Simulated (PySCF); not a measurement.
Vibration and rotation of SmF

revPBE constants of SmF, octet, about 6.0 electrons in the 4f shell (Mulliken), real f orbitals that mix terms (PySCF, spin-free X2C with a Gaussian nucleus, basis sets Sm x2c-SVPall, F x2c-SVPall; masses 151.9197 and 18.9984 u):

* ωe: 514.8 cm⁻¹
* ωexe: 1.88 cm⁻¹
* Be: 0.23402 cm⁻¹
* αe: 0.00123 cm⁻¹
* D (centrifugal): 1.93e-07 cm⁻¹
* De to Sm (4f6 6s2) + F: 6.07 eV

Q: Give the vibrational terms G(v) and spacings up to v = 6.

A: G(v) = ωe(v+½) − ωexe(v+½)².

```json
{"v": "0", "G(v) (cm⁻¹)": "256.9", "G(v) − G(v−1)": "", "Bv (cm⁻¹)": "0.2334"}
{"v": "1", "G(v) (cm⁻¹)": "768.0", "G(v) − G(v−1)": "511.0", "Bv (cm⁻¹)": "0.2322"}
{"v": "2", "G(v) (cm⁻¹)": "1275.2", "G(v) − G(v−1)": "507.3", "Bv (cm⁻¹)": "0.2309"}
{"v": "3", "G(v) (cm⁻¹)": "1778.8", "G(v) − G(v−1)": "503.5", "Bv (cm⁻¹)": "0.2297"}
{"v": "4", "G(v) (cm⁻¹)": "2278.5", "G(v) − G(v−1)": "499.8", "Bv (cm⁻¹)": "0.2285"}
{"v": "5", "G(v) (cm⁻¹)": "2774.5", "G(v) − G(v−1)": "496.0", "Bv (cm⁻¹)": "0.2273"}
{"v": "6", "G(v) (cm⁻¹)": "3266.8", "G(v) − G(v−1)": "492.2", "Bv (cm⁻¹)": "0.2260"}
```

Q: How well does the Morse estimate ωe²/(4ωexe) reproduce De, and what is D0?

A: It gives 4.37 eV, 72 % of the computed De. D0 = De − G(0) = 6.07 − 0.03 = 6.04 eV.

These are scalar-relativistic numbers at best; spin–orbit coupling would shift them, the dissociation energy most. The state is the lowest single determinant that the PBE0 search found; with open d or f shells the true ground state can be another one.
